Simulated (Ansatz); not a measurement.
Geometry optimisation, Ansatz, RKS PBE/6-31G*.

input.yaml

```yaml
crystal:
  periodic: [false, false, false]
  atoms:
    - { symbol: B, position_ang: [0.011688, -0.487254, -0.239314] }
    - { symbol: H, position_ang: [0.01174, -0.800887, 0.916897] }
    - { symbol: O, position_ang: [1.144192, -0.529415, -1.012311] }
    - { symbol: H, position_ang: [1.90305, -0.836692, -0.484087] }
    - { symbol: O, position_ang: [-1.132524, -0.054853, -0.872608] }
    - { symbol: H, position_ang: [-1.899454, -0.104077, -0.273631] }
    - { symbol: Si, position_ang: [0.054473, 2.352882, 1.143377] }
    - { symbol: H, position_ang: [0.696354, 3.259547, 2.151879] }
    - { symbol: H, position_ang: [0.731558, 2.526185, -0.178103] }
    - { symbol: H, position_ang: [-1.395193, 2.716232, 1.022437] }
    - { symbol: H, position_ang: [0.174316, 0.948032, 1.578865] }
basis:
  gaussian: { orbitals: "6-31G*" }
hamiltonian:
  xc: pbe
relax:
  f_tol: 0.03
  max_steps: 50
```

Run as:

```bash
$ ansatz run input.yaml --threads 1 --pin off --max-ram 2048MiB --backend cpu --events-out ev --progress --plain --runs-dir out
```

Q: Where does it end, and by what steps?

A: The forces met the threshold. The force dipped under the threshold on the way, but the program's further checks kept it going. After 26 steps the energy has fallen by 0.273 eV; H2 moved furthest, 1.61 Å.

```tsv
step	energy less start (eV)	largest force component (eV/Å)	accepted
0	0.0000	0.691	yes
1	-0.1326	0.427	yes
2	-0.1884	0.300	yes
3	-0.2277	0.161	yes
4	-0.2393	0.244	yes
5	-0.2501	0.076	yes
6	-0.2528	0.049	yes
7	-0.2396	0.644	no
8	-0.2565	0.020	yes
9	-0.2585	0.172	yes
10	-0.2606	0.127	yes
11	-0.2609	0.247	yes
12	-0.2654	0.148	yes
13	-0.2672	0.093	yes
14	-0.2685	0.010	yes
15	-0.2694	0.083	yes
16	-0.2698	0.114	yes
17	-0.2703	0.098	yes
18	-0.2710	0.066	yes
19	-0.2706	0.127	no
20	-0.2715	0.056	yes
21	-0.2715	0.110	yes
22	-0.2720	0.074	yes
23	-0.2724	0.017	yes
24	-0.2726	0.034	yes
25	-0.2673	0.222	no
26	-0.2726	0.028	yes
```

```xyz
11
Properties=species:S:1:pos:R:3
B 0.076 -1.039 -0.507
H -0.479 -2.005 -0.024
O 1.303 -1.130 -1.110
H 1.627 -2.048 -1.083
O -0.497 0.209 -0.477
H -1.363 0.181 -0.030
Si -0.067 2.958 1.387
H -0.043 4.181 2.258
H 0.621 3.256 0.093
H -1.501 2.588 1.140
H 0.622 1.840 2.107
```

Whether the end is a true minimum wasn't checked by a vibrational analysis.

Time of the run: 36 s on 1 thread of Intel(R) Xeon(R) 6975P-C (Granite Rapids), with other jobs on the host, peak memory 0.14 GiB.
